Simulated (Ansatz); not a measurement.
Job for Ansatz (a quantum-chemistry and plane-wave program): R-B3LYP-D3(BJ)/def2-TZVP on CH5F2N (a complex).

Ansatz 0.2 input:
```yaml
crystal:
  periodic: [false, false, false]
  atoms:
    - {symbol: N, position_ang: [-0.00080362, -0.08441528, 0.01643514]}
    - {symbol: H, position_ang: [-0.98547120, 0.11705059, -0.11287903]}
    - {symbol: H, position_ang: [0.51974176, 0.72051752, -0.31178281]}
    - {symbol: H, position_ang: [0.23156615, -0.86533967, -0.58517514]}
    - {symbol: F, position_ang: [-0.98795738, -0.64298283, 3.63609664]}
    - {symbol: C, position_ang: [0.24348724, -0.34223175, 3.17153585]}
    - {symbol: F, position_ang: [0.57939674, 0.87139202, 3.65865183]}
    - {symbol: H, position_ang: [0.21150011, -0.29319889, 2.06930931]}
    - {symbol: H, position_ang: [0.95263443, -1.08224345, 3.56575579]}
basis:
  gaussian:
    orbitals: def2-TZVP
hamiltonian:
  xc: b3lyp
  dispersion: d3bj
relax: {f_tol: 0.004, max_steps: 120}
scf: {lower_state_search: off}
```

**Question.** Give the final energy of this run.

**Answer.** -295.6909 hartree.

**Question.** How many basis functions does it have, and what does it roughly cost on one machine?

**Answer.** 154 functions; about 80 core-seconds (a rough figure).
